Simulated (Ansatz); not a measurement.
Isolated molecules relaxed with PBE0-D4/def2-TZVP in Ansatz; ΔE leaves out vibrations. CCSD(T)/CBS adds triple-zeta CCSD(T) − MP2 to the extrapolated MP2 energy (def2 sets, frozen cores). DFT in def2-TZVPP. B3LYP here is the variant with VWN-RPA as its local correlation; programs differ in this. def2 core potentials past Kr. For Br, Cd outer-core shells are correlated without core-valence functions, which leaves a few kJ/mol of doubt a bond. Scalar relativity is left out up to krypton. One conformer a species, not always the lowest.

`[OH][Cd][Br]` + `O[SiH3]` → `[OH][Cd][O][SiH3]` + HBr  (ligand exchange at a Cd–Br bond)

`[OH][Cd][Br]`:

```xyz
4

O     0.233    0.048   -1.479
Cd   -0.071   -0.254    0.438
Br   -0.439   -0.773    2.747
H     0.277    0.980   -1.706
```

`O[SiH3]`:

Cartesian coordinates in Å:
```
O -0.435 1.202 0.087
Si 0.164 -0.308 -0.186
H -0.779 1.397 0.959
H 1.310 -0.616 0.714
H 0.615 -0.318 -1.596
H -0.873 -1.357 0.021
```

`[OH][Cd][O][SiH3]`:

Cartesian coordinates in Å:
```
O -0.788 -3.203 -1.045
Cd -0.630 -1.302 -0.629
O -0.670 0.605 -0.214
Si 0.287 1.610 0.629
H 0.003 -3.554 -1.459
H 0.374 1.226 2.070
H 1.685 1.626 0.102
H -0.260 2.992 0.546
```

HBr:

Cartesian coordinates in Å:
```
Br -0.336 -0.579 0.238
H 0.336 0.579 -0.238
```

```csv
species,B3LYP energy (Eh)
`[OH][Cd][Br]`,-2817.92686
`O[SiH3]`,-367.22653
`[OH][Cd][O][SiH3]`,-610.31853
HBr,-2574.78969
```

Question: Work out ΔE.

Answer: ΔE = (-610.31853) + (-2574.78969) − (-2817.92686) − (-367.22653) = 0.04517 Eh = +28.3 kcal/mol. CCSD(T)/CBS gives +28.4 kcal/mol.

Largest T1 diagnostic among the species: 0.016.

From r2SCAN to r2SCAN0 (25 % exact exchange), in def2-TZVPP and without D4, ΔE moves by +2.2 kcal/mol. At CCSD(T), def2-SVP lies −3.4 kcal/mol from the extrapolated value and def2-TZVPP −2.5 kcal/mol. The D4 term adds −0.7 kcal/mol with B3LYP and −0.4 kcal/mol with PBE0; it sums over pairs of atoms, weighted by their polarisabilities, and B3LYP, whose exchange is more repulsive, gets the larger term.
